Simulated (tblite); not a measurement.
A geometry optimisation, step by step.

C4H13GeNSi.
Numbering: `[CH3:1][GeH2:2][C@@H:3]1[CH2:4][CH2:5][Si@@H:6]1[NH2:7]` (hydrogens: H8, H9, H10 on C1; H11, H12 on Ge2; H13 on C3; H14, H15 on C4; H16, H17 on C5; H18 on Si6; H19, H20 on N7)

Computed with GFN2-xTB (tblite), gas phase: L-BFGS steps from a force-field or distance-geometry start until the largest atomic force falls under 0.01 eV/Å. 5 of its 60 geometries are shown.

Step 0: E = -591.0794 eV, largest atomic force 2.019 eV/Å
```
atom  x, y, z in Å  |  force x, y, z in eV/Å
C1      2.122    0.586    1.762   -0.137   0.451   0.502
Ge2     1.582   -0.496    0.231    0.495  -0.341  -0.268
C3     -0.327   -0.840    0.318    0.132  -0.767   0.960
C4     -0.853   -1.624   -0.900   -0.113  -0.566   0.374
C5     -1.779   -0.552   -1.449   -0.911  -0.007  -1.513
Si6    -1.348    0.665   -0.125    0.583   1.656   0.122
N7     -0.371    2.026   -0.773   -1.323   0.261   1.503
H8      1.584    1.564    1.733    0.514  -0.742   0.175
H9      1.862    0.055    2.703    0.256   0.504  -0.569
H10     3.203    0.768    1.730   -0.387   0.054   0.220
H11     1.942    0.227   -1.081   -0.061  -0.399   0.407
H12     2.337   -1.856    0.301   -0.121   0.443  -0.172
H13    -0.658   -1.282    1.291    0.489   0.175  -0.681
H14    -0.048   -1.900   -1.619   -0.586  -0.019   0.528
H15    -1.427   -2.521   -0.570    0.588   0.417  -0.434
H16    -1.458   -0.198   -2.447   -0.626  -0.451   0.289
H17    -2.846   -0.843   -1.411    0.617   0.063  -0.568
H18    -2.433    1.012    0.800   -0.023   0.099   0.092
H19    -0.067    2.595    0.058   -0.176  -0.543  -1.287
H20    -1.020    2.623   -1.315    0.791  -0.287   0.320
```

Step 15: E = -591.5158 eV, largest atomic force 0.079 eV/Å
```
atom  x, y, z in Å  |  force x, y, z in eV/Å
C1      2.157    0.597    1.788    0.022   0.037   0.028
Ge2     1.608   -0.514    0.255    0.029   0.000   0.013
C3     -0.330   -0.831    0.319   -0.007  -0.023  -0.005
C4     -0.893   -1.605   -0.891    0.003  -0.011  -0.014
C5     -1.831   -0.545   -1.498    0.003   0.008   0.003
Si6    -1.410    0.684   -0.110    0.059   0.052   0.001
N7     -0.503    2.042   -0.673   -0.007   0.005  -0.011
H8      1.628    1.547    1.761    0.011  -0.001   0.018
H9      1.908    0.104    2.726    0.001  -0.003  -0.031
H10     3.223    0.807    1.795    0.013  -0.018  -0.030
H11     1.982    0.137   -1.050    0.027   0.014   0.031
H12     2.385   -1.818    0.259   -0.018   0.010   0.031
H13    -0.586   -1.309    1.264   -0.002   0.031   0.025
H14    -0.107   -1.901   -1.587   -0.018  -0.034  -0.032
H15    -1.433   -2.503   -0.591    0.023   0.003   0.021
H16    -1.529   -0.258   -2.502   -0.064   0.025  -0.011
H17    -2.865   -0.878   -1.536    0.000   0.016  -0.057
H18    -2.470    1.002    0.859   -0.048  -0.019   0.018
H19    -0.003    2.602   -0.001   -0.011  -0.066   0.007
H20    -0.936    2.651   -1.350   -0.017  -0.026  -0.005
```

Step 30: E = -591.5231 eV, largest atomic force 0.027 eV/Å
```
atom  x, y, z in Å  |  force x, y, z in eV/Å
C1      2.176    0.607    1.796    0.007   0.004   0.007
Ge2     1.613   -0.502    0.265   -0.020   0.013  -0.008
C3     -0.329   -0.822    0.301   -0.003   0.011   0.023
C4     -0.904   -1.601   -0.902    0.021  -0.004   0.016
C5     -1.848   -0.543   -1.507    0.007  -0.011  -0.005
Si6    -1.430    0.680   -0.113    0.007  -0.001   0.008
N7     -0.517    2.027   -0.681   -0.010  -0.002  -0.004
H8      1.661    1.564    1.787    0.001  -0.001   0.002
H9      1.938    0.108    2.732    0.004   0.003   0.006
H10     3.245    0.798    1.780    0.010  -0.004  -0.002
H11     2.034    0.149   -1.026    0.001  -0.013   0.002
H12     2.376   -1.811    0.307    0.003  -0.008  -0.004
H13    -0.579   -1.296    1.250   -0.011  -0.006   0.004
H14    -0.130   -1.913   -1.605   -0.004  -0.002  -0.019
H15    -1.444   -2.492   -0.582   -0.001  -0.001  -0.006
H16    -1.547   -0.240   -2.506    0.001   0.005  -0.011
H17    -2.879   -0.881   -1.564   -0.005  -0.001   0.001
H18    -2.499    0.970    0.859    0.002   0.005  -0.010
H19     0.008    2.562   -0.008   -0.004  -0.003  -0.012
H20    -0.950    2.648   -1.346   -0.006   0.018   0.012
```

Step 44: E = -591.5250 eV, largest atomic force 0.038 eV/Å
```
atom  x, y, z in Å  |  force x, y, z in eV/Å
C1      2.197    0.609    1.803    0.003  -0.012  -0.010
Ge2     1.605   -0.502    0.282    0.013  -0.003   0.004
C3     -0.339   -0.816    0.302    0.006  -0.019  -0.001
C4     -0.898   -1.601   -0.905   -0.011   0.013  -0.019
C5     -1.846   -0.550   -1.516   -0.008   0.014  -0.005
Si6    -1.440    0.681   -0.124   -0.027  -0.020  -0.004
N7     -0.541    2.036   -0.695    0.007  -0.004  -0.005
H8      1.697    1.575    1.804   -0.010  -0.012  -0.014
H9      1.971    0.116    2.745   -0.001   0.000   0.002
H10     3.268    0.785    1.766    0.006  -0.005   0.000
H11     2.037    0.128   -1.015   -0.004   0.015  -0.009
H12     2.357   -1.819    0.326   -0.007   0.003   0.013
H13    -0.599   -1.294    1.247   -0.010   0.017   0.032
H14    -0.118   -1.907   -1.605    0.005   0.013  -0.001
H15    -1.433   -2.497   -0.592    0.012   0.013   0.011
H16    -1.547   -0.245   -2.515    0.006  -0.013  -0.002
H17    -2.877   -0.891   -1.573    0.008  -0.013   0.000
H18    -2.517    0.977    0.838   -0.001  -0.011   0.005
H19     0.027    2.538   -0.032    0.014   0.010   0.001
H20    -1.008    2.688   -1.305    0.001   0.014   0.001
```

Step 59: E = -591.5263 eV, largest atomic force 0.010 eV/Å
```
atom  x, y, z in Å  |  force x, y, z in eV/Å
C1      2.211    0.604    1.804   -0.001  -0.001  -0.003
Ge2     1.600   -0.506    0.291    0.004  -0.004  -0.004
C3     -0.346   -0.803    0.306    0.001   0.001   0.001
C4     -0.890   -1.594   -0.905    0.000  -0.002   0.002
C5     -1.846   -0.555   -1.522    0.001  -0.003  -0.001
Si6    -1.453    0.685   -0.135    0.002   0.002  -0.002
N7     -0.561    2.046   -0.702    0.001   0.002   0.002
H8      1.716    1.572    1.800    0.003  -0.001   0.008
H9      1.989    0.117    2.750   -0.001   0.008  -0.001
H10     3.283    0.772    1.757   -0.003   0.001   0.006
H11     2.031    0.119   -1.008    0.004   0.003  -0.008
H12     2.338   -1.830    0.343   -0.004  -0.002  -0.003
H13    -0.618   -1.272    1.252    0.001   0.001   0.001
H14    -0.102   -1.888   -1.600    0.000   0.002   0.000
H15    -1.414   -2.498   -0.594   -0.001  -0.002   0.002
H16    -1.545   -0.256   -2.523   -0.005   0.001  -0.003
H17    -2.873   -0.909   -1.581    0.000  -0.001   0.000
H18    -2.534    0.965    0.827   -0.004   0.003  -0.002
H19     0.050    2.516   -0.053    0.000  -0.004  -0.003
H20    -1.042    2.727   -1.269    0.003  -0.005   0.008
```

Q: Summarise the path.

A: The energy falls by 0.4469 eV from step 0 to step 59; nine tenths of that is first reached at step 7. It falls at every step. The largest force goes from 2.019 to 0.010 eV/Å. Among the bonds Si6–N7 changes most, from 1.796 to 1.724 Å; the atoms move by 0.118 Å rms after alignment.

Q: Follow the three bonds and two angles with the largest change from start to end.

A: 
| step | E above end (eV) | largest force (eV/Å) | Si6–N7 (Å) | C5–Si6 (Å) | N7–H19 (Å) | Si6–N7–H19 (°) | Si6–N7–H20 (°) |
| --- | --- | --- | --- | --- | --- | --- | --- |
| 0 | 0.4469 | 2.019 | 1.796 | 1.849 | 1.051 | 106.4 | 106.6 |
| 3 | 0.1237 | 0.796 | 1.714 | 1.893 | 1.001 | 112.2 | 112.2 |
| 5 | 0.0618 | 0.264 | 1.719 | 1.886 | 1.006 | 115.9 | 115.7 |
| 8 | 0.0235 | 0.247 | 1.733 | 1.904 | 1.011 | 118.1 | 116.5 |
| 10 | 0.0185 | 0.101 | 1.726 | 1.907 | 1.008 | 118.6 | 116.7 |
| 13 | 0.0128 | 0.116 | 1.724 | 1.901 | 1.007 | 119.1 | 117.6 |
| 15 | 0.0105 | 0.079 | 1.727 | 1.902 | 1.008 | 118.6 | 118.0 |
| 18 | 0.0074 | 0.098 | 1.726 | 1.904 | 1.008 | 117.4 | 118.4 |
| 21 | 0.0056 | 0.067 | 1.724 | 1.900 | 1.007 | 117.5 | 118.5 |
| 23 | 0.0047 | 0.054 | 1.724 | 1.899 | 1.008 | 117.8 | 118.5 |
| 26 | 0.0039 | 0.043 | 1.724 | 1.902 | 1.007 | 117.9 | 118.4 |
| 28 | 0.0035 | 0.035 | 1.723 | 1.903 | 1.007 | 118.0 | 118.2 |
| 31 | 0.0031 | 0.022 | 1.724 | 1.901 | 1.008 | 118.1 | 118.1 |
| 33 | 0.0029 | 0.017 | 1.724 | 1.901 | 1.008 | 118.1 | 118.2 |
| 36 | 0.0026 | 0.032 | 1.723 | 1.902 | 1.007 | 118.1 | 118.3 |
| 38 | 0.0024 | 0.030 | 1.724 | 1.901 | 1.008 | 118.1 | 118.3 |
| 41 | 0.0018 | 0.037 | 1.725 | 1.900 | 1.008 | 117.9 | 118.0 |
| 44 | 0.0013 | 0.038 | 1.723 | 1.902 | 1.007 | 117.9 | 117.9 |
| 46 | 0.0009 | 0.034 | 1.723 | 1.902 | 1.007 | 118.0 | 117.8 |
| 49 | 0.0005 | 0.029 | 1.724 | 1.901 | 1.008 | 118.0 | 117.7 |
| 51 | 0.0003 | 0.017 | 1.724 | 1.902 | 1.008 | 118.0 | 117.7 |
| 54 | 0.0002 | 0.014 | 1.723 | 1.902 | 1.008 | 118.1 | 117.8 |
| 56 | 0.0001 | 0.019 | 1.724 | 1.902 | 1.008 | 118.1 | 117.9 |
| 59 | 0.0000 | 0.010 | 1.724 | 1.902 | 1.008 | 118.0 | 118.1 |

What follows is the cost of the whole relaxation. Time: 2.2 s wall, 1.7 s CPU. Hardware: one thread of an Intel Xeon at 2.50 GHz (shared host).
